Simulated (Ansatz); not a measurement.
Task: Name a neutral molecule of Al, F, N, Zn and H with HOMO energy (B3LYP/def2-TZVPP) between -6.50 and -6.20 eV and size of the dipole moment (B3LYP/def2-TZVPP) between 1.65 and 1.95 D (Ansatz, PBE0-D4/def2-TZVP geometry).

Result: `[NH2][Zn][AlH][F]` (-6.47 eV, 1.93 D). Other molecules can fit too; these were computed, each in one conformer that needn't be the lowest.

B3LYP here is the variant with VWN-RPA as its local correlation; programs differ in this.
